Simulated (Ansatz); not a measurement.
Ansatz (an electronic-structure program) job for O₂W, SMILES [O]=[W]=[O], multiplicity 1, PBE-D3(BJ)/def2-TZVP. 

Ansatz 0.2 input:
```yaml
crystal:
  periodic: [false, false, false]
  atoms:
    - {symbol: W, position_ang: [0.00000000, 0.00000000, 0.18315768]}
    - {symbol: O, position_ang: [0.00000000, 1.32293576, -0.84710426]}
    - {symbol: O, position_ang: [0.00000000, -1.32293576, -0.84710426]}
basis:
  gaussian:
    orbitals: def2-TZVP
hamiltonian:
  xc: pbe
  dispersion: d3bj
relax: {f_tol: 0.002, max_steps: 200}
```

It prints:

```
WARN ansatz: RAYON_NUM_THREADS=1 ignored (pool sized by the plan → 1); use --threads N
Functional definition: PBE
integrals: 0.02 GiB planned
626 factors; their error is unknown
mean field: 0.23 GiB planned
mean field evaluation 1: about -5901.1805 eV, gradient 1.0e2 eV
mean field evaluation 2: about -5519.8679 eV, gradient 3.6e2 eV
mean field evaluation 4: about -5916.9683 eV, gradient 3.2e1 eV
mean field evaluation 8: about -5919.4355 eV, gradient 8.3e-1 eV
mean field evaluation 16: about -5919.4321 eV, gradient 1.2e-4 eV
mean field -5919.43210017 eV, -217.5351173462 hartree, gradient 1.0e-5 eV, S^2 0.000000; 0 other end points of the search recorded, 0 dependent functions left out
the calculation of the forces begins
reference -5919.43214179 eV, -217.5351188755 hartree; 15, 15 occupied and 87, 87 virtual orbitals, 626 factors
relax step   1: F+E_penalty+E_count = -5919.47361008 eV  Δ(F+E_penalty+E_count) = +0.000e0 eV  max|allowed force component| = 1.631e0 eV/Å  Δτ_max = 0.0000 Å  (36 SCF iters, accepted)
these checks for a lower state are left out or cut short: starts, cluster_reference, orbital_swaps, neighbouring_geometries, increment
integrals: 0.02 GiB planned
626 factors; their error is unknown
mean field: 0.23 GiB planned
mean field evaluation 32: about -5919.4554 eV, gradient 3.7e-6 eV
mean field -5919.45543241 eV, -217.5359747899 hartree, gradient 3.7e-6 eV, S^2 0.000000; 0 other end points of the search recorded, 0 dependent functions left out
the calculation of the forces begins
reference -5919.45547381 eV, -217.5359763115 hartree; 15, 15 occupied and 87, 87 virtual orbitals, 626 factors
relax step   2: F+E_penalty+E_count = -5919.49690087 eV  Δ(F+E_penalty+E_count) = -2.329e-2 eV  max|allowed force component| = 6.697e-2 eV/Å  Δτ_max = 0.0140 Å  (32 SCF iters, accepted)
these checks for a lower state are left out or cut short: starts, cluster_reference, orbital_swaps, neighbouring_geometries, increment
integrals: 0.02 GiB planned
626 factors; their error is unknown
mean field: 0.23 GiB planned
mean field -5919.45578655 eV, -217.5359878045 hartree, gradient 1.5e-5 eV, S^2 0.000000; 0 other end points of the search recorded, 0 dependent functions left out
the calculation of the forces begins
reference -5919.45582798 eV, -217.5359893269 hartree; 15, 15 occupied and 87, 87 virtual orbitals, 626 factors
relax step   3: F+E_penalty+E_count = -5919.49722950 eV  Δ(F+E_penalty+E_count) = -3.286e-4 eV  max|allowed force component| = 5.284e-3 eV/Å  Δτ_max = 0.0052 Å  (33 SCF iters, accepted)
these checks for a lower state are left out or cut short: starts, cluster_reference, orbital_swaps, neighbouring_geometries, increment
integrals: 0.02 GiB planned
626 factors; their error is unknown
mean field: 0.23 GiB planned
mean field -5919.45578648 eV, -217.5359878020 hartree, gradient 5.0e-5 eV, S^2 0.000000; 0 other end points of the search recorded, 0 dependent functions left out
the calculation of the forces begins
reference -5919.45582791 eV, -217.5359893243 hartree; 15, 15 occupied and 87, 87 virtual orbitals, 626 factors
relax step   4: F+E_penalty+E_count = -5919.49723076 eV  Δ(F+E_penalty+E_count) = -1.265e-6 eV  max|allowed force component| = 2.314e-5 eV/Å  Δτ_max = 0.0003 Å  (21 SCF iters, accepted)
integrals: 0.02 GiB planned
626 factors; their error is unknown
mean field: 0.23 GiB planned
mean field evaluation 64: about -5919.4558 eV, gradient 1.9e-4 eV
mean field -5919.45578648 eV, -217.5359878020 hartree, gradient 5.0e-5 eV, S^2 0.000000; 1 other end points of the search recorded, 0 dependent functions left out
the calculation of the forces begins
reference -5919.45582791 eV, -217.5359893243 hartree; 15, 15 occupied and 87, 87 virtual orbitals, 626 factors
Total energy: -5919.49727219 eV, -217.5375123735 hartree
Atom 0 at    -0.000000    -0.000000     0.194272 Å, force     0.000000     0.000000     0.000023 eV/Å
Atom 1 at    -0.000000     1.334334    -0.852661 Å, force    -0.000000     0.000010    -0.000012 eV/Å
Atom 2 at     0.000000    -1.334334    -0.852661 Å, force    -0.000000    -0.000010    -0.000012 eV/Å
Dipole moment:    -0.000000     0.000000     0.649035 e Å
```

The calculation finished and met its thresholds.
